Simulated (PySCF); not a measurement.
# GeH3: one-bond stretch

Method: UPBE0/[Ge def2-TZVP, H def2-TZVP], no relativity, density fitting, PySCF.

Rigid scan from the doublet minimum (Ge–H 1.539 Å (×3); H–Ge–H 111.2° (×3)). Coordinate: the bond from Ge to the last atom (H) scaled, the rest fixed. Energies in kJ/mol from the minimum.

(1) Predict the curve at 0.92, 0.96, 1.00, 1.05, 1.12, 1.20, 1.35, 1.55, 1.80, 2.20.

Results:

(1) 
```json
{"scale of one bond": "0.92", "E (kJ/mol)": "14.7", "dipole size (D)": "0.17", "⟨S²⟩": "0.75"}
{"scale of one bond": "0.96", "E (kJ/mol)": "3.3", "dipole size (D)": "0.09", "⟨S²⟩": "0.75"}
{"scale of one bond": "1.00", "E (kJ/mol)": "0.0", "dipole size (D)": "0.03", "⟨S²⟩": "0.75"}
{"scale of one bond": "1.05", "E (kJ/mol)": "4.3", "dipole size (D)": "0.13", "⟨S²⟩": "0.75"}
{"scale of one bond": "1.12", "E (kJ/mol)": "21.2", "dipole size (D)": "0.30", "⟨S²⟩": "0.75"}
{"scale of one bond": "1.20", "E (kJ/mol)": "50.0", "dipole size (D)": "0.51", "⟨S²⟩": "0.75"}
{"scale of one bond": "1.35", "E (kJ/mol)": "115.3", "dipole size (D)": "0.94", "⟨S²⟩": "0.75"}
{"scale of one bond": "1.55", "E (kJ/mol)": "200.0", "dipole size (D)": "–", "⟨S²⟩": "0.79"}
{"scale of one bond": "1.80", "E (kJ/mol)": "263.9", "dipole size (D)": "–", "⟨S²⟩": "0.97"}
{"scale of one bond": "2.20", "E (kJ/mol)": "292.3", "dipole size (D)": "–", "⟨S²⟩": "0.96"}
```

Spin contamination is strong at 1.80, 2.20, so these points are less reliable.
